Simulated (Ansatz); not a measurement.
The first iterations of a band of BClF2H3N + H2O (11 atoms, charge 0, multiplicity 1).

These are results of RKS PBE0/def2-SVP (Ansatz), not measurements.

```json
{
  "movable images": "7",
  "climbing image": "yes",
  "spring": "5.0 eV/Å²",
  "optimiser": "quadratic models (default)",
  "start path": "through a guess of the saddle point",
  "force threshold": "0.05 eV/Å",
  "iteration limit": "60",
  "end points": "relaxed"
}
```

First end point:

```xyz
11
Properties=species:S:1:pos:R:3
B -0.330 -1.162 0.075
Cl 1.542 -1.348 0.021
F -0.965 -2.230 -0.474
F -0.763 -0.820 1.326
H -0.132 0.930 -0.398
N -0.622 0.124 -0.854
H 1.582 0.923 0.680
O 0.985 1.691 0.730
H -0.255 -0.010 -1.797
H -1.626 0.310 -0.912
H 0.585 1.592 1.603
```

Last end point:

```xyz
11
Properties=species:S:1:pos:R:3
B -0.934 -1.180 -0.153
Cl 2.492 -0.935 0.951
F -0.339 -2.222 -0.698
F -1.401 -1.273 1.082
H 0.332 1.157 -0.116
N -1.095 0.031 -0.875
H 2.000 0.268 0.686
O 1.041 1.620 0.372
H -0.909 0.035 -1.872
H -1.834 0.670 -0.605
H 0.648 1.829 1.228
```

| iteration | highest image above the first end (eV) | largest band force component (eV/Å) |
| --- | --- | --- |
| 1 | 2.097 | 4.753 |
| 2 | 1.463 | 2.762 |
| 3 | 2.109 | 7.176 |

Problem. Does the band converge within its limit, and where does its top end?

Solution. The forces met the threshold. It ended after 10 iterations with the highest image 1.107 eV above the first end. A vibrational analysis at the climbing image gives one clearly imaginary mode, 331i cm⁻¹: a first-order saddle point. The orbitals stay closed-shell, which can raise the energy where a bond breaks towards radicals; this wasn't checked here.

Time of the run: 2.4 min on 2 threads of AMD EPYC 9R14 (Zen 4) (shared host), peak memory 0.29 GiB.
